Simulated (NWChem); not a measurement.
System: CH5FGe; SMILES [CH3][GeH2][F]

Here is an NWChem input.

```
start job
memory heap 200 mb stack 900 mb global 1100 mb
geometry units angstroms noautoz
  Ge     0.323236     0.102368     0.000678
  C     -0.719220    -1.548331     0.001572
  F     -0.826403     1.444343     0.000520
  H      1.178811     0.271424     1.285580
  H      1.178230     0.270638    -1.284702
  H     -1.357416    -1.596696    -0.901537
  H     -0.039575    -2.423794     0.006381
  H     -1.363407    -1.591529     0.900686
end
basis spherical
  * library sto-3g
end
dft
  xc pbe0
  iterations 150
  mulliken
end
task dft energy
```

NWChem printed, in part:

```
             Northwest Computational Chemistry Package (NWChem) 7.3.0
             --------------------------------------------------------

 C1  symmetry detected

                             Geometry "geometry" -> ""
                             -------------------------

 Output coordinates in angstroms (scale by  1.889725989 to convert to a.u.)

  No.       Tag          Charge          X              Y              Z
 ---- ---------------- ---------- -------------- -------------- --------------
    1 Ge                  32.0000     0.36024470     0.05246709    -0.00000623
    2 C                    6.0000    -0.74159439    -1.55920072    -0.00002142
    3 F                    9.0000    -0.73979453     1.43539170    -0.00000215
    4 H                    1.0000     1.22101706     0.18981488     1.28520511
    5 H                    1.0000     1.22118447     0.18996956    -1.28507707
    6 H                    1.0000    -1.38085484    -1.58398501    -0.90333254
    7 H                    1.0000    -0.09426157    -2.45881964     0.00466151
    8 H                    1.0000    -1.38719839    -1.57924779     0.89889043

 Effective nuclear repulsion energy (a.u.)     210.0872954991

                                 NWChem DFT Module
                                 -----------------

 Summary of "ao basis" -> "ao basis" (spherical)
 ------------------------------------------------------------------------------
       Tag                 Description            Shells   Functions and Types
 ---------------- ------------------------------  ------  ---------------------
 Ge                          sto-3g                  8       18   4s3p1d
 C                           sto-3g                  3        5   2s1p
 F                           sto-3g                  3        5   2s1p
 H                           sto-3g                  1        1   1s

            General Information
            -------------------
          SCF calculation type: DFT
          Wavefunction type:  closed shell.
          No. of atoms     :     8
          No. of electrons :    52
           Alpha electrons :    26
            Beta electrons :    26
          Charge           :     0
          Spin multiplicity:     1
          Use of symmetry is: off; symmetry adaption is: off
          Maximum number of iterations: 150
          AO basis - number of functions:    33
                     number of shells:    19
          Convergence on energy requested:  1.00D-06
          Convergence on density requested:  1.00D-05
          Convergence on gradient requested:  5.00D-04

              XC Information
              --------------
                         PBE0 Method XC Functional
                     Hartree-Fock (Exact) Exchange  0.250
          PerdewBurkeErnzerhof Exchange Functional  0.750
            Perdew 1991 LDA Correlation Functional  1.000 local
           PerdewBurkeErnz. Correlation Functional  1.000 non-local

             Grid Information
             ----------------
          Grid used for XC integration:  medium
          Radial quadrature: Mura-Knowles
          Angular quadrature: Lebedev.
          Tag              B.-S. Rad. Rad. Pts. Rad. Cut. Ang. Pts.
          ---              ---------- --------- --------- ---------
          Ge                  1.25      112           8.0       590
          C                   0.70       49           8.0       434
          F                   0.50       49          10.0       434
          H                   0.35       45          10.0       434
          Grid pruning is: on
          Number of quadrature shells:   435
          Spatial weights used:  Erf1

      Superposition of Atomic Density Guess
      -------------------------------------

 Sum of atomic energies:       -2189.13409017

      Non-variational initial energy
      ------------------------------

 Total energy =   -2189.063304
 1-e energy   =   -3497.689028
 2-e energy   =    1098.538429
 HOMO         =      -0.202668
 LUMO         =       0.338956

     ---------------------------------------------
      Total Density - Mulliken Population Analysis
     ---------------------------------------------

    Atom       Charge   Shell Charges
 -----------   ------   -------------------------------------------------------
    1 Ge  32    30.94   2.00  2.00  6.00  2.00  5.93  1.23  1.81  9.97
    2 C    6     6.30   1.99  1.35  2.96
    3 F    9     9.61   2.00  1.95  5.67
    4 H    1     1.15   1.15
    5 H    1     1.15   1.15
    6 H    1     0.95   0.95
    7 H    1     0.94   0.94
    8 H    1     0.95   0.95

   convergence    iter        energy       DeltaE   RMS-Dens  Diis-err
 ---------------- ----- ----------------- --------- --------- ---------
 d= 0,ls=0.0,diis     1  -2191.6443730482 -2.40D+03  5.69D-02  3.94D-01
 d= 0,ls=0.0,diis     2  -2191.6165049598  2.79D-02  3.12D-02  8.03D-01
 d= 0,ls=0.0,diis     3  -2191.7552880271 -1.39D-01  1.37D-03  1.69D-03
 d= 0,ls=0.0,diis     4  -2191.7554842253 -1.96D-04  3.92D-04  5.77D-05
 d= 0,ls=0.0,diis     5  -2191.7554977514 -1.35D-05  4.78D-05  1.65D-06
 d= 0,ls=0.0,diis     6  -2191.7554979993 -2.48D-07  1.55D-05  1.55D-07
 d= 0,ls=0.0,diis     7  -2191.7554980291 -2.97D-08  3.03D-06  4.61D-09

         Total DFT energy =    -2191.755498029063
      One electron energy =    -3491.129219978604
           Coulomb energy =     1186.696948799234
    Exchange-Corr. energy =      -97.410522348819
 Nuclear repulsion energy =      210.087295499126

 Numeric. integr. density =       52.000033691792

                       DFT Final Molecular Orbital Analysis
                       ------------------------------------

 Vector   24  Occ=2.000000D+00  E=-2.121646D-01
              MO Center=  1.9D-01,  2.0D-01,  9.7D-05, r^2= 1.0D+00
   Bfn.  Coefficient  Atom+Function         Bfn.  Coefficient  Atom+Function
  ----- ------------  ---------------      ----- ------------  ---------------
    14      0.696411  1 Ge d -2              16      0.374576  1 Ge d  0
    12      0.293410  1 Ge py                27     -0.268305  3 F  py
    18      0.235740  1 Ge d  2              11     -0.227501  1 Ge px
    26      0.214384  3 F  px                25     -0.152175  3 F  s
    32      0.117606  7 H  s                  8     -0.094667  1 Ge py

 Vector   25  Occ=2.000000D+00  E=-1.628774D-01
              MO Center= -3.4D-01,  1.1D+00, -2.9D-04, r^2= 1.4D+00
   Bfn.  Coefficient  Atom+Function         Bfn.  Coefficient  Atom+Function
  ----- ------------  ---------------      ----- ------------  ---------------
    28      0.853020  3 F  pz                17     -0.403691  1 Ge d  1
    29     -0.215330  4 H  s                 30      0.215789  5 H  s
    13     -0.095692  1 Ge pz                15     -0.062299  1 Ge d -1
     9      0.044655  1 Ge pz                31     -0.030432  6 H  s
    33      0.030482  8 H  s

 Vector   26  Occ=2.000000D+00  E=-1.621470D-01
              MO Center= -4.6D-01,  8.9D-01,  2.9D-04, r^2= 1.5D+00
   Bfn.  Coefficient  Atom+Function         Bfn.  Coefficient  Atom+Function
  ----- ------------  ---------------      ----- ------------  ---------------
    26      0.657684  3 F  px                27      0.526782  3 F  py
    18      0.271871  1 Ge d  2              16      0.228982  1 Ge d  0
    22      0.205262  2 C  py                14     -0.200172  1 Ge d -2
    21      0.140303  2 C  px                29     -0.124576  4 H  s
    30     -0.123744  5 H  s                 20      0.110514  2 C  s

 Vector   27  Occ=0.000000D+00  E= 2.408872D-01
              MO Center= -1.5D-01,  5.6D-01,  1.1D-04, r^2= 1.8D+00
   Bfn.  Coefficient  Atom+Function         Bfn.  Coefficient  Atom+Function
  ----- ------------  ---------------      ----- ------------  ---------------
    12      0.627360  1 Ge py                10      0.598291  1 Ge s
    27      0.554991  3 F  py                11     -0.545237  1 Ge px
    26     -0.429556  3 F  px                25     -0.417997  3 F  s
    32      0.215006  7 H  s                  8     -0.169822  1 Ge py
     7      0.146834  1 Ge px                29     -0.147354  4 H  s

 Vector   28  Occ=0.000000D+00  E= 2.673567D-01
              MO Center=  5.8D-01, -4.8D-01, -1.6D-05, r^2= 2.3D+00
   Bfn.  Coefficient  Atom+Function         Bfn.  Coefficient  Atom+Function
  ----- ------------  ---------------      ----- ------------  ---------------
    10      1.001991  1 Ge s                 29     -0.636860  4 H  s
    30     -0.636966  5 H  s                 20     -0.548581  2 C  s
    12     -0.531934  1 Ge py                22     -0.489750  2 C  py
    11      0.283008  1 Ge px                21     -0.269900  2 C  px
     8      0.128993  1 Ge py                33      0.127830  8 H  s

 Vector   29  Occ=0.000000D+00  E= 3.349271D-01
              MO Center=  3.6D-01, -7.9D-02,  3.1D-04, r^2= 2.7D+00
   Bfn.  Coefficient  Atom+Function         Bfn.  Coefficient  Atom+Function
  ----- ------------  ---------------      ----- ------------  ---------------
    13      1.061282  1 Ge pz                29     -0.687232  4 H  s
    30      0.685715  5 H  s                 31      0.317151  6 H  s
    33     -0.315273  8 H  s                  9     -0.250204  1 Ge pz
    23      0.243585  2 C  pz                28     -0.205245  3 F  pz
    17     -0.147570  1 Ge d  1               5      0.076810  1 Ge pz

     ---------------------------------------------
      Total Density - Mulliken Population Analysis
     ---------------------------------------------

    Atom       Charge   Shell Charges
 -----------   ------   -------------------------------------------------------
    1 Ge  32    31.46   2.00  2.00  6.00  2.00  5.93  1.27  2.40  9.87
    2 C    6     6.37   1.99  1.25  3.13
    3 F    9     9.22   2.00  1.97  5.25
    4 H    1     1.09   1.09
    5 H    1     1.09   1.09
    6 H    1     0.92   0.92
    7 H    1     0.92   0.92
    8 H    1     0.92   0.92

     -------------------------------------------
      Total Density - Lowdin Population Analysis
     -------------------------------------------

    Atom       Charge   Shell Charges
 -----------   ------   -------------------------------------------------------
    1 Ge  32    31.48   2.00  2.00  5.99  1.99  5.89  1.19  2.54  9.87
    2 C    6     6.26   1.98  1.07  3.20
    3 F    9     9.19   2.00  1.92  5.27
    4 H    1     1.10   1.10
    5 H    1     1.10   1.10
    6 H    1     0.95   0.95
    7 H    1     0.96   0.96
    8 H    1     0.95   0.95

     Multipole analysis of the density
     ---------------------------------

     L   x y z        total         alpha         beta         nuclear
     -   - - -        -----         -----         ----         -------
     0   0 0 0     -0.000000    -26.000000    -26.000000     52.000000

     1   1 0 0      0.197789      0.098894      0.098894      0.000000
     1   0 1 0     -0.354226     -0.177113     -0.177113      0.000000
     1   0 0 1      0.000034      0.000017      0.000017      0.000000

     2   2 0 0    -20.966065    -44.765992    -44.765992     68.565919
     2   1 1 0      0.518484     -5.202799     -5.202799     10.924083
     2   1 0 1     -0.000073      0.000015      0.000015     -0.000102
     2   0 2 0    -21.737429    -90.037102    -90.037102    158.336774
     2   0 1 1     -0.000087      0.000277      0.000277     -0.000642
     2   0 0 2    -20.561439    -19.078412    -19.078412     17.595386
```

Level: PBE0/STO-3G. All runs use the structure optimised with PBE-D3(BJ)/def2-SVP.
